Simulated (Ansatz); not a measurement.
BCl₃ (SMILES ClB(Cl)Cl), singlet, at a GFN2-xTB geometry; Ansatz (an electronic-structure program) with BHLYP/STO-3G.

Input for Ansatz:
Ansatz 0.2 input:
```yaml
crystal:
  periodic: [false, false, false]
  atoms:
    - {symbol: B, position_ang: [-0.00012924, 0.00017465, -0.01065182]}
    - {symbol: Cl, position_ang: [0.02666439, 1.72290836, 0.02897049]}
    - {symbol: Cl, position_ang: [1.47887022, -0.88426276, -0.03139692]}
    - {symbol: Cl, position_ang: [-1.50549659, -0.83869697, 0.00555932]}
basis:
  gaussian:
    orbitals: STO-3G
hamiltonian:
  xc: {name: BHLYP}
```

Task: Write the output that Ansatz gives for this input, abridged.

Result: 
```
Functional definition: BHLYP
361 factors; integrals over basis functions are off by at most 3.6e-5 eV
mean field evaluation 1: about -37827.7031 eV, gradient 2.9e1 eV
mean field evaluation 2: about -37828.6278 eV, gradient 2.8e1 eV
mean field evaluation 4: about -37831.1227 eV, gradient 4.0e-2 eV
mean field evaluation 8: about -37831.1480 eV, gradient 1.3e-4 eV
mean field -37831.14798778 eV, -1390.2690456778 hartree, gradient 3.5e-6 eV, S^2 0.000000; 0 other end points of the search recorded, 0 dependent functions left out
reference -37831.14809311 eV, -1390.2690495485 hartree; 28, 28 occupied and 4, 4 virtual orbitals, 361 factors
Total energy: -37831.14809311 eV, -1390.2690495485 hartree
```
